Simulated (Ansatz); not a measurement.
Ansatz (an electronic-structure program) input (PBE/def2-TZVP):

Ansatz 0.2 input:
```yaml
crystal:
  periodic: [false, false, false]
  atoms:
    - {symbol: Nb, position_ang: [0.33012928, 0.36377529, -0.22728905]}
    - {symbol: O, position_ang: [-0.88446054, 1.26817127, -0.98382573]}
    - {symbol: Cl, position_ang: [-0.37997744, -1.47412690, 1.01114454]}
basis:
  gaussian:
    orbitals: def2-TZVP
hamiltonian:
  xc: {name: PBE}
magnetization: {spin_polarized: true, initial_magnetization: 2}
relax: {f_tol: 0.003, max_steps: 100}
```

End of the output:

```
these checks for a lower state are left out or cut short: starts, cluster_reference, orbital_swaps, neighbouring_geometries, increment
integrals: 0.03 GiB planned
725 factors; their error is unknown
mean field: 0.33 GiB planned
mean field -16116.75955592 eV, -592.2799893482 hartree, gradient 2.0e-5 eV, S^2 2.012073; 0 other end points of the search recorded, 0 dependent functions left out
the calculation of the forces begins
reference -16116.75961068 eV, -592.2799913603 hartree; 20, 18 occupied and 88, 90 virtual orbitals, 725 factors
relax step   5: F+E_penalty+E_count = -16116.75955592 eV  Δ(F+E_penalty+E_count) = -3.286e-5 eV  max|allowed force component| = 9.304e-3 eV/Å  Δτ_max = 0.0012 Å  (37 SCF iters, accepted)
these checks for a lower state are left out or cut short: starts, cluster_reference, orbital_swaps, neighbouring_geometries, increment
integrals: 0.03 GiB planned
725 factors; their error is unknown
mean field: 0.33 GiB planned
mean field -16116.75955684 eV, -592.2799893817 hartree, gradient 1.2e-5 eV, S^2 2.012058; 0 other end points of the search recorded, 0 dependent functions left out
the calculation of the forces begins
reference -16116.75961159 eV, -592.2799913937 hartree; 20, 18 occupied and 88, 90 virtual orbitals, 725 factors
relax step   6: F+E_penalty+E_count = -16116.75955684 eV  Δ(F+E_penalty+E_count) = -9.120e-7 eV  max|allowed force component| = 1.654e-3 eV/Å  Δτ_max = 0.0008 Å  (31 SCF iters, accepted)
integrals: 0.03 GiB planned
725 factors; their error is unknown
mean field: 0.33 GiB planned
mean field evaluation 128: about -16113.0068 eV, gradient 2.7e1 eV
mean field evaluation 160: about -16116.1610 eV, gradient 2.6e0 eV
mean field evaluation 192: about -16116.4736 eV, gradient 3.5e0 eV
mean field -16116.75955684 eV, -592.2799893817 hartree, gradient 1.2e-5 eV, S^2 2.012058; 8 other end points of the search recorded, 0 dependent functions left out
the calculation of the forces begins
reference -16116.75961159 eV, -592.2799913937 hartree; 20, 18 occupied and 88, 90 virtual orbitals, 725 factors
Total energy: -16116.75961159 eV, -592.2799913937 hartree
Atom 0 at     0.351014     0.363218    -0.224929 Å, force    -0.000569     0.000637    -0.000506 eV/Å
Atom 1 at    -0.894762     1.247012    -0.969768 Å, force     0.000368     0.001017    -0.000688 eV/Å
Atom 2 at    -0.390561    -1.452410     0.994726 Å, force     0.000201    -0.001654     0.001194 eV/Å
Dipole moment:     0.765261     0.164123    -0.044568 e Å
```

The spin state was set by rule; other spins were not relaxed.
